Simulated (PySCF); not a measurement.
How methods differ on the ionisation energy of Re⁶⁸⁺

Re⁶⁸⁺ [He] 2s2 2p3 [2p1/2^2 2p3/2^1, M_J = 3/2] → Re⁶⁹⁺ [He] 2s2 2p2 [2p1/2^2, M_J = 0], as a difference of total energies. Computed with PySCF 2.14 in an even-tempered Gaussian basis (16 s from 54 bohr⁻², ratio 2.4; 13 p from 70 bohr⁻², ratio 2.4; 5 d from 230 bohr⁻², ratio 2.6; 4 f from 350 bohr⁻², ratio 2.6), with the two-component X2C-1e Hamiltonian. Correlated levels: nothing frozen; the 28 highest virtual spinors dropped. "Screened" scales the spin-orbit matrix elements by Boettger's factors to mimic the two-electron term; Breit and QED terms are absent.

| method | ionisation energy (eV) |
| --- | --- |
| GHF (spin-free) | 17633.7 |
| GMP2 (spin-free) | 17633.8 |
| GHF (screened spin-orbit) | 17139.1 |
| GMP2 (screened spin-orbit) | 17139.3 |

For this ion Breit and QED terms and the two-electron picture change, all absent here, outweigh the correlation shift from GHF to GMP2.

The spin-free rows relax to the high-spin LS determinant and lack the spin-orbit shift.

The labels give the starting determinants; with spin-orbit coupling the two ends relaxed to ⟨J²⟩ = 3.75, ⟨L²⟩ = 2.61, ⟨S²⟩ = 1.46 and ⟨J²⟩ = 0.00, ⟨L²⟩ = 1.33, ⟨S²⟩ = 1.33.

For comparison: 17120 ± 50 eV (theoretical estimate listed by NIST; NIST Atomic Spectra Database, ionization energies).
